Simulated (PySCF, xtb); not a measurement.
AsFH₄O₂Si, SMILES [Si](O)(F)([AsH2])O. Other conformers were not sampled.

Harmonic wavenumbers (cm⁻¹) from xtb with GFN2-xTB at its own minimum, in rising order: 35, 111, 119, 182, 218, 228, 279, 320, 428, 656, 678, 741, 806, 823, 884, 956, 1005, 1924, 1955, 3620, 3686.

### Question
What does B3LYP-D3(BJ)/def2-SVP (PySCF 2.14.0) give at its own minimum? (An estimate is asked for; the answer gives what the named calculation found.)

### Answer
92, 138, 143, 203, 223, 238, 315, 344, 443, 601, 647, 774, 791, 855, 932, 971, 996, 2186, 2198, 3845, 3875. Paired by order, the mean absolute difference is 65 cm⁻¹ and the zero-point energies are 28.1 and 29.8 kcal/mol.
